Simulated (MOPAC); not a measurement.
A run for MOPAC: PM6 on MgN+, 2S+1 = 3, a spin state set in the input, which need not be the lowest, a point of a bond scan (R = 1.992 Å). Charge +1.

```
PM6 1SCF PRECISE CHARGE=1 UHF MS=1 THREADS=1
MgN

N      0.00000000 1     0.00000000 1     0.00000000 1
Mg     0.00000000 1     0.00000000 1     1.99193300 1
```

It printed:

```
*******************************************************************************
 **                                                                           **
 **                              MOPAC v23.2.5                                **
 **                                                                           **
 *******************************************************************************
 ** MOPAC's Digital Object Identifier: https://doi.org/10.5281/zenodo.6511958 **
 **                                                                           **
 ** Please cite the open-source release paper for use of this MOPAC version:  **
 ** J. E. Moussa and J. J. P. Stewart (2026)                                  **
 ** MOPAC: An open-source semiempirical molecular orbital program             **
 ** J. Open Source Softw., 11(119), 8025, https://doi.org/10.21105/joss.08025 **
 *******************************************************************************

                              PM6 CALCULATION RESULTS

 *******************************************************************************
 *  PM6        - The PM6 Hamiltonian to be used
 *  UHF        - UNRESTRICTED HARTREE-FOCK CALCULATION
 *
 *
 *
 *                 CHARGE ON SYSTEM = +1
 *
 *
 *
 *  MS=        - IN MECI, MAGNETIC COMPONENT OF SPIN =  1.0
 *  PRECISE    - TIGHTER CRITERIA TO BE USED
 *  1SCF       - DO 1 SCF AND THEN STOP
 *  THREADS=1  - MULTI-THREADING NOT USED
 *  T=         - A TIME OF 172800.0 SECONDS REQUESTED
 *  DUMP=N     - RESTART FILE WRITTEN EVERY 7200.0 SECONDS REQUESTED
 *******************************************************************************
PM6 1SCF PRECISE CHARGE=1 UHF MS=1 THREADS=1
 MgN

   ATOM   CHEMICAL          X               Y               Z
  NUMBER   SYMBOL      (ANGSTROMS)     (ANGSTROMS)     (ANGSTROMS)

     1       N          0.00000000  *   0.00000000  *   0.00000000  *
     2      Mg          0.00000000  *   0.00000000  *   1.99193300  *



          CARTESIAN COORDINATES

    NO.       ATOM           X           Y           Z

     1         N          0.0000      0.0000      0.0000
     2        Mg          0.0000      0.0000      1.9919

 General Reference for PM6:
 "Optimization of Parameters for Semiempirical Methods V: Modification of NDDO Approximations
 and Application to 70 Elements", J. J. P. Stewart, J. Mol. Mod., 13, 1173-1213 (2007)
 URL: https://link.springer.com/article/10.1007/s00894-007-0233-4

           Empirical Formula: N Mg  =     2 atoms



      MOLECULAR POINT GROUP   :   C*v


          UHF CALCULATION, NO. OF ALPHA ELECTRONS =    4
                           NO. OF BETA  ELECTRONS =    2

 -------------------------------------------------------------------------------
 PM6 1SCF PRECISE CHARGE=1 UHF MS=1 THREADS=1
 MgN



     1SCF WAS SPECIFIED, SO BFGS WAS NOT USED
     SCF FIELD WAS ACHIEVED


                              PM6 CALCULATION
                                                       MOPAC v23.2.5 Linux




          FINAL HEAT OF FORMATION =        292.65616 KCAL/MOL =    1224.47336 KJ/MOL


          COSMO AREA              =         70.47 SQUARE ANGSTROMS
          COSMO VOLUME            =         52.04 CUBIC ANGSTROMS

          IONIZATION POTENTIAL    =         14.646249 EV
          ALPHA SOMO LUMO (EV)    =        -18.779 -7.295
          BETA  SOMO LUMO (EV)    =        -14.646 -6.922
          NO. OF ALPHA ELECTRONS  =          4
          NO. OF BETA  ELECTRONS  =          2
          MOLECULAR WEIGHT        =         38.3117         POINT GROUP:  C*v

          MOLECULAR DIMENSIONS (Angstroms)

            Atom       Atom       Distance
           Mg     2    N     1     1.99193
           Mg     2    N     1     0.00000
            N     1   Mg     2     0.00000


          SCF CALCULATIONS        =          1





   ATOM   CHEMICAL          X               Y               Z
  NUMBER   SYMBOL      (ANGSTROMS)     (ANGSTROMS)     (ANGSTROMS)

     1       N          0.00000000  *   0.00000000  *   0.00000000  *
     2      Mg          0.00000000  *   0.00000000  *   1.99193300  *

                             CARTESIAN COORDINATES

   1    N        0.000000000     0.000000000     0.000000000
   2   Mg        0.000000000     0.000000000     1.991933000


           Empirical Formula: N Mg  =     2 atoms



      MOLECULAR POINT GROUP   :   C*v


          ALPHA EIGENVALUES
 -30.66267 -18.80653 -18.80653 -18.77921  -7.29501  -3.97545  -3.97545  -3.41269


           BETA EIGENVALUES
 -24.26425 -14.64625  -6.92197  -5.33025  -5.33025  -3.89980  -3.89980  -2.68052


              NET ATOMIC CHARGES AND DIPOLE CONTRIBUTIONS

  ATOM NO.   TYPE          CHARGE      No. of ELECS.   s-Pop       p-Pop
    1          N          -0.076017        5.0760     1.94048     3.13554
    2         Mg           1.076017        0.9240     0.84276     0.08123
 DIPOLE           X         Y         Z       TOTAL
 POINT-CHG.     0.000     0.000     4.225     4.225
 HYBRID         0.000    -0.000     1.517     1.517
 SUM            0.000    -0.000     5.743     5.743


          ATOMIC ORBITAL ELECTRON POPULATIONS

     Atom    s        px        py        pz
    1  N   1.94048   0.99423   0.99423   1.14709
    2 Mg   0.84276   0.00577   0.00577   0.06968


                    (SZ)    =    1.000000
                    (S**2)  =    2.331030


          ATOMIC ORBITAL SPIN POPULATIONS

    Atom   Total    s     px     py     pz
         Atomic
    1  N  2.5210 -0.002  0.994  0.994  0.535
    2 Mg -0.5210 -0.538  0.006  0.006  0.005

 **********************
 *                    *
 * JOB ENDED NORMALLY *
 *                    *
 **********************




 == MOPAC DONE ==
```

The run finished. Its determinant has ⟨S²⟩ = 2.33, a mixture of spin states.

Cost: roughly 0.03 core-seconds.
